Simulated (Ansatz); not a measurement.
Mulliken charges of C$_{4}$H$_{2}$Cl$_{2}$Ge (`C#[C][Ge]([Cl])([Cl])[C]#C`) from B3LYP/def2-TZVPP in Ansatz (PBE0-D4/def2-TZVP geometry).

```tsv
atom	x (Å)	y (Å)	z (Å)	charge (e)
C1	0.637	-2.543	0.677	-0.070
C2	0.456	-1.508	0.090	-0.290
Ge3	0.179	0.106	-0.828	0.720
Cl4	-1.174	-0.231	-2.439	-0.255
Cl5	2.030	0.770	-1.646	-0.255
C6	-0.517	1.447	0.289	-0.291
C7	-0.962	2.306	1.004	-0.069
H8	0.796	-3.460	1.198	0.255
H9	-1.356	3.067	1.638	0.255
```

**Question.** By hand: the dipole of these point charges (1 e Å = 4.8032 D).

**Answer.** Σ q r = (-0.192, -0.126, 0.942) e Å, of length 0.970 e Å = 4.66 D.

**Question.** How does the dipole of the full density compare? (Estimate.)

**Answer.** The calculation gave: (-0.102, -0.067, 0.500) e Å, 2.47 D; the point charges give 1.89 times that, at 0° from its direction.

Point charges leave out the atoms' own dipoles, such as those of lone pairs, and Mulliken's split depends on the basis, so the two needn't agree.

B3LYP here is the variant with VWN-RPA as its local correlation; programs differ in this.
